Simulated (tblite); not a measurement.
Compound: C₅H₇NO₂Si.
SMILES with atom numbers: `[CH3:1][O:2][C@@H:3]([C:4]#[N:5])[SiH2:6][CH:7]=[C:8]=[O:9]` (hydrogens: H10, H11, H12 on C1; H13 on C3; H14, H15 on Si6; H16 on C7)

Computed geometry: GFN2-xTB, gas phase.

Question: List the bond lengths, angles and torsions at this level.

Answer: 
| bond | length (Å) | order |
| --- | --- | --- |
| C1–O2 | 1.407 | single |
| O2–C3 | 1.418 | single |
| C3–C4 | 1.436 | single |
| C4≡N5 | 1.145 | triple |
| C3–Si6 | 1.928 | single |
| Si6–C7 | 1.875 | single |
| C7=C8 | 1.293 | double |
| C8=O9 | 1.160 | double |
| C1–H10, C1–H11 | 1.092 | single |
| C1–H12 | 1.097 | single |
| C3–H13 | 1.102 | single |
| Si6–H14 | 1.462 | single |
| Si6–H15 | 1.467 | single |
| C7–H16 | 1.073 | single |

Bonds in one row agree within 0.01 Å and their mean is given. Orders are formal, as drawn. A selection of angles:
| angle | degrees |
| --- | --- |
| O2–C1–H10 | 106.3 |
| O2–C1–H11 | 111.5 |
| H10–C1–H11 | 109.7 |
| C1–O2–C3 | 114.5 |
| O2–C3–C4 | 112.9 |
| O2–C3–Si6 | 101.8 |
| O2–C3–H13 | 110.7 |
| C4–C3–Si6 | 112.4 |
| C4–C3–H13 | 108.0 |
| Si6–C3–H13 | 111.0 |
| C3–C4–N5 | 178.5 |
| C3–Si6–C7 | 104.4 |
| C3–Si6–H14 | 107.6 |
| C3–Si6–H15 | 109.0 |
| C7–Si6–H14 | 112.7 |
| C7–Si6–H15 | 110.3 |
| H14–Si6–H15 | 112.5 |
| Si6–C7–C8 | 121.7 |
| Si6–C7–H16 | 118.1 |
| C8–C7–H16 | 120.1 |
| C7–C8–O9 | 176.7 |

Dihedral angles: C1–O2–C3–C4 71° (synclinal); O2–C3–Si6–C7 62° (synclinal); C3–Si6–C7–C8 -13° (synperiplanar).

The 3 C–O bonds span 1.160 Å (C8=O9, drawn double) to 1.418 Å (O2–C3, drawn single), a spread of 0.258 Å. Of the pairs four or more bonds apart, O2···C8 is among the closest relative to their van der Waals radii: 2.94 Å, 91 % of the sum of Bondi's values. Si6 (SiH2 silicon) is distorted tetrahedral (angles from 104.4° to 112.7°). The 2 C–C bonds span 1.293 Å (C7=C8, drawn double) to 1.436 Å (C3–C4, drawn single), a spread of 0.143 Å. The C–Si distances run from 1.875 Å (Si6–C7, drawn single) to 1.928 Å (C3–Si6, drawn single), a spread of 0.053 Å. O2 (ether oxygen) is bent (angle 114.5°).

Point group: C1 (no symmetry element, even within 0.4 Å). Its GFN2-xTB frequencies are all real (lowest 24 cm⁻¹). One conformer, not necessarily the lowest. 3 starts were optimised and ended at 0.00, 0.34 and 0.63 kcal/mol (GFN2-xTB); the lowest of these is shown.

The run took 1.9 s of wall time on one thread of an Arm Neoverse N1, no GPU, on a shared host. This is the geometry optimisation.
